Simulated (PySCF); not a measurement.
Dissociation curve of InH, singlet.

Levels: RKS-B3LYP = restricted B3LYP/def2-SVP, def2 effective core potentials past Kr run with PySCF; UKS-PBE0 = PySCF with unrestricted PBE0/def2-SVP, def2 effective core potentials past Kr; NEVPT2 = SC-NEVPT2 on CASSCF(4,5)/def2-SVP, all electrons correlated, def2 effective core potentials past Kr (PySCF 2.14.0); RKS-TPSSh = restricted TPSSh/def2-SVP, def2 effective core potentials past Kr run with PySCF; UKS-B3LYP = unrestricted B3LYP/def2-SVP, def2 effective core potentials past Kr in PySCF 2.14.0.

Energies are in mEh, each relative to the lowest point of its own curve near equilibrium.

```tsv
R / Å	RKS-B3LYP	UKS-PBE0	NEVPT2	RKS-TPSSh	UKS-B3LYP
1.39	63.0	61.4	60.7	62.1	63.0
1.47	38.7	37.3	36.8	37.9	38.7
1.58	17.4	16.4	16.1	16.7	17.4
1.65	9.2	8.4	8.2	8.6	9.2
1.74	2.9	2.5	2.4	2.6	2.9
1.79	1.1	0.8	0.8	0.8	1.1
1.85	0.1	0.0	0.0	0.0	0.1
1.89	0.0	0.1	0.1	0.1	0.0
1.98	1.3	1.7	1.7	1.6	1.3
2.01	2.1	2.6	2.6	2.5	2.1
2.16	7.9	8.9	8.8	8.8	7.9
2.29	14.6	16.1	15.7	15.9	14.6
2.50	27.0	29.2	28.1	28.9	27.0
2.79	44.8	47.9	44.8	47.3	44.8
3.06	60.3	63.9	58.2	63.2	60.2
3.30	72.6	74.1	67.9	75.9	70.7
3.72	90.7	85.1	79.5	94.3	82.5
4.08	102.9	90.3	85.0	106.6	88.6
4.57	115.4	93.7	88.5	119.0	93.7
4.96	122.7	94.6	89.7	126.0	96.1
5.55	130.6	95.0	90.3	133.2	98.2
6.48	137.8	95.1	90.5	139.5	99.2
7.39	141.5	95.1	90.6	142.6	99.3
```

At the longest distance, 7.39 Å, RKS-TPSSh lies highest above its minimum (142.6 mEh) and NEVPT2 lowest (90.6 mEh).

At the longest distance RKS-B3LYP, RKS-TPSSh leaves fractional charges on the fragments, a sign of delocalisation error or of the restricted form. The restricted form behind RKS-B3LYP, RKS-TPSSh keeps the bonding electrons paired and can't separate into open-shell fragments. The unrestricted determinant behind UKS-PBE0, UKS-B3LYP is spin-contaminated at 3.06 to 7.39 Å (<S²> up to 1.0, against 0.00 for a pure singlet).
